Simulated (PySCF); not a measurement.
Input file for PySCF: D3(BJ) and D4 dispersion corrections on C3H4O2 (a complex).

```python
from pyscf import gto
from pyscf.dispersion import dftd3, dftd4

mol = gto.M(
    atom='''
    C    -0.59843565   -0.09265139   -0.06241815
    C     0.72115646    0.00542229    0.00956969
    H    -1.22991201    0.78381028   -0.14477628
    H    -1.09910985   -1.05316677   -0.04231906
    H     1.35262203   -0.87117569    0.09082696
    H     1.22190329    0.96588439   -0.01056249
    O    -0.09372518   -1.07083172    3.30214125
    C    -0.12259623    0.08719422    3.24697847
    O    -0.15266603    1.24595308    3.21244624
    ''',
    basis='def2-svp',
    charge=0, spin=0, verbose=0, max_memory=1800)
d3, d4 = {}, {}
for xc in ['hf', 'pbe', 'blyp', 'revpbe', 'tpss', 'r2scan', 'b3lyp', 'pbe0', 'bhlyp', 'camb3lyp', 'b2plyp']:
    d3[xc] = float(dftd3.DFTD3Dispersion(mol, xc=xc, version='d3bj', atm=False).get_dispersion()['energy'])
    print(f'D3(BJ) {xc:10s} {d3[xc]:14.8f} Eh')
for xc in ['hf', 'pbe', 'blyp', 'revpbe', 'tpss', 'r2scan', 'b3lyp', 'pbe0', 'bhlyp', 'camb3lyp', 'b2plyp']:
    d4[xc] = float(dftd4.DFTD4Dispersion(mol, xc={'camb3lyp': 'cam-b3lyp'}.get(xc, xc), atm=True).get_dispersion()['energy'])
    print(f'D4     {xc:10s} {d4[xc]:14.8f} Eh')
```

Output:

```
D3(BJ) hf            -0.03806180 Eh
D3(BJ) pbe           -0.00506284 Eh
D3(BJ) blyp          -0.01025217 Eh
D3(BJ) revpbe        -0.01256158 Eh
D3(BJ) tpss          -0.00633285 Eh
D3(BJ) r2scan        -0.00154142 Eh
D3(BJ) b3lyp         -0.00836025 Eh
D3(BJ) pbe0          -0.00439317 Eh
D3(BJ) bhlyp         -0.00633536 Eh
D3(BJ) camb3lyp      -0.00392803 Eh
D3(BJ) b2plyp        -0.00382021 Eh
D4     hf            -0.01583586 Eh
D4     pbe           -0.00461413 Eh
D4     blyp          -0.00989600 Eh
D4     revpbe        -0.01463193 Eh
D4     tpss          -0.00620423 Eh
D4     r2scan        -0.00129971 Eh
D4     b3lyp         -0.00721259 Eh
D4     pbe0          -0.00395917 Eh
D4     bhlyp         -0.00508193 Eh
D4     camb3lyp      -0.00398931 Eh
D4     b2plyp        -0.00327883 Eh
```

The run finished.

Cost: about 0.03 core-seconds (a rough figure).
